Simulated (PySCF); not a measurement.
## Structure elucidation problem

An unknown has the formula C5H9NOSi2. Its calculated NMR data are:

1H NMR (400 MHz, computed): δ 7.92 (d, 1H), 7.44 (m, 1H), 6.92 (m, 1H), 6.59 (br, 1H), 5.78 (t, 1H), 5.32 (m, 2H), 4.79 (m, 2H).

13C{1H} NMR (computed): δ 165.1 (CH), 162.2 (CH), 151.6 (C), 142.3 (CH), 117.1 (CH).

Calculated, not measured (PySCF 2.14): GFN2-xTB geometry, σ from GIAO-PBE0/pcSseg-1. One averaged value for each set of equivalent atoms, in vacuum, no relativistic terms, one computed conformer.

References, each an isolated molecule treated in the same way: TMS for 1H, 13C.

Q: Which candidate is it?
A. O=CNC1=C[SiH2]C=C[SiH2]1
B. C=C1C[C@](C#N)(O[SiH3])[SiH2]1
C. C#CC(=O)[C@@H]1C[SiH2][Si@H]1N
D. N#CC1=C(CCO)[SiH2][SiH2]1

A: A. 

- Rings plus π bonds: 4 (1 ring in the answer).
- 5 carbon signals for 5 carbons: no two carbons are equivalent.
- Carbon types of the structure: 1 × C, 4 × CH, leaving 5 H on heteroatoms.
- δC 165.1, 142.3: alkene CH.
- δC 162.2: amide carbonyl carbon; it is a carbonyl in resonance with an O or N lone pair, the region of acids, esters and amides.
- δC 151.6: alkene carbon bearing nitrogen; an sp2 carbon further deshielded by the attached heteroatom.
- δC 117.1: β carbon of an enol-ether or enamine type C=C.
- δH 7.44, 6.92: hydrogen on an alkene CH; a vinylic proton, deshielded by the sp2 carbon and the C=C anisotropy.

The others: C=C1C[C@](C#N)(O[SiH3])[SiH2]1 would give 7 signals for carbon-bound and other non-exchanging H, not 6; C#CC(=O)[C@@H]1C[SiH2][Si@H]1N would give 7 signals for carbon-bound and other non-exchanging H, not 6; N#CC1=C(CCO)[SiH2][SiH2]1 would give 4 signals for carbon-bound and other non-exchanging H, not 6.

Exchangeable OH/NH protons stand at their gas-phase positions; hydrogen bonding in a real sample shifts them, mostly to higher δ. Amide-type NH protons are broadened by 14N but still split neighbouring CH signals. Shifts are as computed. Against solution values, carbons near 30 ppm lie about +3 ppm off and those near 130 ppm about +5 ppm. Of 1211 compounds with measured shifts, 218 miss one by over three times the rms of a fit or turn the order of signals round; such compounds aren't used in these exercises. The C=O carbon of an acid or of an amide with N–H lies up to 10 ppm further downfield in solution, through hydrogen bonding that the calculation lacks. No couplings were computed; multiplicities are counted from neighbouring protons, with m where these are inequivalent, close in shift, in a saturated or five-membered ring or joined by F or P, and br s for small geminal =CH2 splittings.
